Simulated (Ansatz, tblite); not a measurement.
Cost and result up the ladder for In10N11H28⁺, a nanocrystal cut from wurtzite InN (hydrogen-capped) (49 atoms). Total charge 1; singlet. Geometry: r2SCAN-D4/def2-SVP.

```csv
atom,x (Å),y (Å),z (Å)
In1,-1.620,-1.600,-3.273
N2,-2.094,0.498,-3.829
N3,-1.209,-1.456,-1.174
In4,-1.980,0.403,-0.305
In5,-0.978,-1.763,2.363
N6,-1.526,0.269,1.802
N7,-0.541,-1.626,4.506
In8,-1.401,0.167,5.554
In9,-0.853,2.229,-3.194
N10,-0.546,1.855,-1.106
In11,-0.242,1.909,2.438
N12,0.092,1.529,4.571
N13,0.405,-1.702,-4.179
In14,0.849,-2.074,-0.703
N15,0.969,-1.954,1.439
In16,2.068,-0.340,-3.608
N17,1.062,1.579,-4.111
N18,1.982,-0.367,-1.472
In19,1.587,1.613,-0.627
In20,2.532,-0.552,2.157
N21,1.636,1.372,1.507
H22,-2.713,-2.736,-3.943
H23,-3.042,0.680,-3.476
H24,-2.210,0.542,-4.848
H25,-1.795,-2.195,-0.758
H26,-3.605,0.738,-0.801
H27,-2.171,-2.951,1.978
H28,-2.423,0.439,2.280
H29,-0.870,-2.475,4.976
H30,0.475,-1.621,4.652
H31,-2.888,0.482,4.730
H32,-0.989,0.050,7.216
H33,-1.421,3.723,-3.810
H34,-0.806,2.745,-0.656
H35,-0.883,3.480,2.110
H36,0.113,2.420,5.077
H37,1.026,1.126,4.708
H38,0.302,-1.674,-5.200
H39,0.747,-2.655,-4.003
H40,1.267,-3.546,-1.516
H41,1.319,-2.878,1.728
H42,3.492,-0.606,-4.522
H43,0.965,1.634,-5.131
H44,1.743,2.319,-3.899
H45,2.945,-0.566,-1.165
H46,2.546,2.842,-1.385
H47,2.430,-0.568,3.898
H48,3.942,-0.814,1.178
H49,2.312,2.077,1.830
```

Ansatz on 2 threads of AMD EPYC 7R13 on a shared host and a share (18 GiB) of an NVIDIA H100 80GB HBM3; xTB runs through tblite on one thread. Times are rough, summed over both states, and most runs start from the orbitals of an earlier one. r2SCAN0-D4/def2-SVP serves as the yardstick here, not as an exact answer. The other state is a doublet.

In the def2 sets In takes a core potential; there is no spin–orbit coupling. The xTB rows come from tblite. Single mean-field runs in def2-SVP are fitted with def2-universal-jkfit.

Run but left out: PBE-D4/def2-SVP (charge +2 doublet: an occupied level 0.02 eV above an empty one).

Raw xTB energies of ions are shifted by several eV.

```csv
level,functions,wall time
GFN2-xTB,162,0.48 s
GFN1-xTB,190,0.57 s
r2SCAN0-D4/def2-SVP,554,51 s
PBE0-D4/def2-SVP,554,58 s
```

**Question.** Estimate what each level gives for the vertical IE (eV).

**Answer.** 
| level | vertical IE (eV) | difference from r2SCAN0-D4/def2-SVP (eV) |
| --- | --- | --- |
| GFN2-xTB | 14.88 | 3.76 |
| GFN1-xTB | 12.35 | 1.22 |
| r2SCAN0-D4/def2-SVP | 11.12 | 0.00 |
| PBE0-D4/def2-SVP | 11.01 | -0.11 |
